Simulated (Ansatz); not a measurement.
SiBr3, that is [SiBr3]- with one electron fewer, relaxed as a doublet with UKS PBE-D4/def2-SVPD in Ansatz, starting from the PBE-D4/def2-SVPD geometry of the charge -1 singlet. Force threshold 0.02 eV/Å.

The relaxation made no stability test and no search for a lower SCF solution.

Start:

```csv
atom,x (Å),y (Å),z (Å)
Si1,-0.607,0.164,-0.609
Br2,1.708,0.671,-1.103
Br3,-0.326,-2.109,0.176
Br4,-0.776,1.274,1.536
```

(1) Estimate the energy that the relaxation releases and the steps that it takes.

(2) Does the start keep its bonding and symmetry?

(3) Predict the relaxed structure.

Answers

(1) 64.9 kJ/mol, in 5 steps; 12 s on 4 threads of Arm Neoverse V1 on a shared host. No frequencies were taken in this run, so the end may be a saddle point.

(2) By distances, no bond broke or formed. The bond that changes most is Si1–Br4, from 2.42 to 2.25 Å (atoms count from 1). Point group C3v at the start, C3v at the end, both within 0.05 Å.

(3) 
```csv
atom,x (Å),y (Å),z (Å)
Si1,-0.3856,0.1042,-0.3868
Br2,1.6373,0.6921,-1.1794
Br3,-0.4004,-2.0928,0.1016
Br4,-0.8513,1.2965,1.4645
```
Bond lengths: 3 × Br–Si 2.25 Å.
